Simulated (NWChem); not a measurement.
System: C₃H₃N₂, doublet; SMILES [c]1cn[nH]c1

The following NWChem deck was run.

```
start job
memory heap 200 mb stack 900 mb global 1100 mb
geometry units angstroms
  C      0.291909     1.127933    -0.370145
  C     -0.977190     0.647905    -0.169717
  N     -0.813299    -0.631031     0.231382
  N      0.480456    -0.965277     0.289418
  C      1.174680     0.097278    -0.074969
  H     -1.937997     1.104857    -0.279226
  H     -1.511628    -1.316529     0.475796
  H      2.243209     0.074344    -0.107427
end
basis spherical
  * library def2-svp
end
dft
  odft
  mult 2
  xc pbe0
  iterations 150
end
driver
  maxiter 120
end
task dft optimize
task dft freq
```

In the optimisation the excess spin sits in a' (Cs, its own frame).

The level has its own optimisation; frequencies are unscaled. Brackets give each atom's bonded neighbours.

**Question.** Give the results of this calculation. (PBE0/def2-SVP, spin-unrestricted.) Quantities: r C–N [C(CHN)–N(CHN)] (Å); r C–H (Å); r N–N (Å); r H–N (Å); highest harmonic frequency (cm⁻¹); lowest (cm⁻¹); zero-point energy (kcal/mol); dipole (D).

**Answer.** 
```json
{
  "r C–N [C(CHN)–N(CHN)] (Å)": "1.357",
  "r C–H (Å)": "1.088",
  "r N–N (Å)": "1.329",
  "r H–N (Å)": "1.013",
  "highest harmonic frequency (cm⁻¹)": "3676",
  "lowest (cm⁻¹)": "587",
  "zero-point energy (kcal/mol)": "37.5",
  "dipole (D)": "2.30"
}
```
